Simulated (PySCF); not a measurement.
System: C$_{2}$H$_{3}$Cl$_{2}$, charge 0, multiplicity 2. It need not be the lowest isomer of its formula. SMILES: Cl[CH]CCl
Geometry from a B3LYP-D3(BJ)/def2-TZVP (Ansatz) optimisation:
```xyz
7

C      0.5824    -0.7859     0.4126
C     -0.8011    -0.4146     0.6569
Cl    -1.6377     0.1690    -0.9037
Cl     1.7993     0.4070     0.3901
H      0.8612    -1.7377    -0.0133
H     -0.9041     0.4150     1.3491
H     -1.3931    -1.2668     0.9784
```
Charge 0, spin multiplicity 2.

Dispersion corrections to the total energy (kcal/mol) from the dftd3 and dftd4 libraries through PySCF: D3(BJ) without and D4 with the three-body term, each with the damping fitted for the functional named.

```tsv
functional	D3(BJ)	D4
HF	-28.74	-12.82
r2SCAN	___	-0.83
BHLYP	-5.17	-4.23
LC-wPBE	-3.55	-3.91
PBE0	-3.22	-2.95
revPBE	-9.44	___
BP86	___	-4.74
```

Complete the blanks.


- r2SCAN, D3(BJ): -1.00
- revPBE, D4: -11.21
- BP86, D3(BJ): -6.09
